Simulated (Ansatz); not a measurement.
Isolated molecules relaxed with PBE0-D4/def2-TZVP in Ansatz; ΔE leaves out vibrations. CCSD(T)/CBS is the MP2 limit (def2-TZVPP, def2-QZVPP) plus CCSD(T) − MP2 in def2-TZVPP, frozen cores. DFT in def2-TZVPP. Each species was taken in one conformer, which may not be the lowest.

Consider the formal exchange of groups at the Si–C bond: `OC1=C([SiH2]Cl)C1` + `O[SiH2][SiH3]` → `O[SiH2][SiH2][SiH2]Cl` + `OC1=CC1`.

| level | ΔE (kcal/mol) | difference from CCSD(T)/CBS |
| --- | --- | --- |
| ωB97X-V | 7.8 | -0.2 |
| B2PLYP | 9.3 | 1.3 |
| PBE | 5.6 | -2.4 |
| r2SCAN | 7.8 | -0.2 |
| MP2/def2-TZVPP | 10.3 | 2.3 |
| CCSD/def2-TZVPP | 8.6 | 0.6 |
| MP2/def2-QZVPP | 10.1 | 2.1 |
| SCS-MP2/def2-QZVPP | 10.2 | 2.2 |
| HF/CBS(def2) | 11.0 | 3.0 |
| CCSD/CBS(def2) | 8.1 | 0.1 |
| CCSD(T)/CBS | 8.0 | 0 |

Largest T1 diagnostic among the species: 0.012.

CCSD(T)/CBS has its own doubt, a few kJ/mol and more with outer-core shells, so smaller differences from it don't rank the levels.
